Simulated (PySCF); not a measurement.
# C5H7F2O: g tensor and hyperfine couplings

C₅H₇F₂O (doublet state).
Geometry (GFN2-xTB, Å), atoms numbered from 1 in this order:
```xyz
15
C5H7F2O angstrom
C     -2.3567   -0.6091    0.5625
C     -1.1245   -0.0842   -0.1298
O     -0.9946   -0.0645   -1.3536
C     -0.0809    0.4057    0.7146
F     -0.2642    0.3879    2.0395
C      1.2261    0.9067    0.2325
C      2.0006   -0.1712   -0.5441
F      2.3760   -1.1797    0.3026
H     -2.0839   -1.3972    1.2616
H     -2.8308    0.1909    1.1285
H     -3.0517   -0.9959   -0.1767
H      1.0646    1.7328   -0.4664
H      1.8221    1.2484    1.0805
H      1.3748   -0.6095   -1.3256
H      2.9188    0.2469   -0.9668
```

The hyperfine couplings belong to this conformer and change with its torsions.

Identity: `CC(=O)[C](F)CCF` [radical].

Computed, not measured: UKS B3LYP, pcH-1 on C F H O, non-relativistic, mean-field spin-orbit, GIAO in PySCF 2.14.0. Isolated species at its GFN2-xTB geometry (one conformer only). Couplings are sensitive to structure, and on GFN2-xTB geometries they can be far from those on DFT ones. Stability of the SCF solution: not tested.

| Property | Result |
| --- | --- |
| g1, g2, g3 | 2.00200, 2.00589, 2.00764 |
| g_iso | 2.00518 |
| Form of g | rhombic: the two nearest values differ by 31 % of g3 − g1 |
| ⟨S²⟩ | 0.7605 (exact 0.7500) |
| α and β electrons | 32, 31 |
| Total energy | -469.63634 Eh |

Hyperfine couplings atom by atom, in MHz; T1 to T3 are the principal values of the dipolar part; ρ(0) is the spin density at the nucleus:

| atom | isotope | a_iso | T1 | T2 | T3 | Mulliken spin population | ρ(0) (bohr⁻³) |
| --- | --- | --- | --- | --- | --- | --- | --- |
| C1 | 13C | -3.3 | -0.9 | -0.2 | 1.1 | 0.00 | -0.0030 |
| C2 | 13C | -34.0 | -5.2 | 0.0 | 5.2 | -0.06 | -0.0303 |
| O3 | 17O | -19.5 | -89.7 | 44.4 | 45.3 | 0.28 | 0.0321 |
| C4 | 13C | 73.1 | -65.6 | -63.9 | 129.5 | 0.70 | 0.0650 |
| F5 | 19F | 124.7 | -233.1 | -205.6 | 438.6 | 0.07 | 0.0296 |
| C6 | 13C | -24.1 | -1.7 | 0.7 | 1.0 | -0.06 | -0.0215 |
| C7 | 13C | 36.2 | -4.4 | -3.5 | 7.9 | 0.03 | 0.0322 |
| F8 | 19F | 1.9 | -8.4 | -2.6 | 11.0 | 0.00 | 0.0005 |
| H9 | 1H | 2.6 | -2.9 | -2.1 | 5.0 | 0.00 | 0.0006 |
| H10 | 1H | 3.1 | -2.8 | -2.0 | 4.8 | 0.00 | 0.0007 |
| H11 | 1H | -1.4 | -2.0 | -1.2 | 3.2 | 0.00 | -0.0003 |
| H12 | 1H | 75.4 | -4.4 | -2.9 | 7.4 | 0.03 | 0.0169 |
| H13 | 1H | 1.6 | -3.6 | -3.4 | 7.0 | 0.00 | 0.0003 |
| H14 | 1H | -2.9 | -4.5 | -0.2 | 4.8 | 0.00 | -0.0006 |
| H15 | 1H | 2.5 | -2.5 | -1.7 | 4.2 | 0.00 | 0.0006 |

The Mulliken spin populations are largest on C4 (+0.70), O3 (+0.28), F5 (+0.07) and C2 (-0.06). The angles at C4 add up to 360.0°, so it is planar.

Axes: g2 points within 4° of the C4–C6 bond.

Under fast tumbling the dipolar parts average out, and these isotropic splittings remain: 1 × 19F (F5, I = 1/2, 2 lines) with 4.44 mT, 2 × 1H (H12/H13, I = 1/2, 3 lines) with 1.37 mT, 1 × 19F (F8, I = 1/2, 2 lines) with 0.07 mT and 3 × 1H (H9/H10/H11, I = 1/2, 4 lines) with 0.05 mT.

Class means assume fast exchange of nuclei equivalent by connectivity; if that motion is slow, each nucleus keeps its own coupling. The 1H value of +38.5 MHz is a mean of couplings from 1.6 to 75.4 MHz in this one geometry, not an average over conformers.

The 17O coupling of O3 (-19.5 MHz) shows only in satellite lines or after enrichment, since that isotope makes up about 0.038 % of natural oxygen.

The 13C coupling of C4 (73.1 MHz) shows only in satellite lines or after enrichment, since that isotope makes up about 1.07 % of natural carbon.
